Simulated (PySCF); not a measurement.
C2H7O, SMILES C[OH+]C, charge +1. Geometry optimised at PBE-D3(BJ)/def2-TZVP. The isomer is the one that the SMILES or the coordinates give; other isomers of the formula were not compared.

Computed equilibrium geometry at PBE-D3(BJ)/def2-TZVP (PySCF confirms it by a frequency run) as a Z-matrix, and its point group:
point group Cs.
```
O
H 1 0.9827
C 1 1.4968 2 110.61
H 3 1.0934 1 105.24 2 -170.95
H 3 1.0942 4 111.26 1 -113.87
H 3 1.0960 4 112.45 5 -127.58
C 1 1.4968 2 110.61 3 130.12
H 7 1.0934 1 105.24 2 170.95
H 7 1.0942 8 111.26 1 113.87
H 7 1.0960 8 112.45 9 127.58
```
Charge +1, spin multiplicity 1.
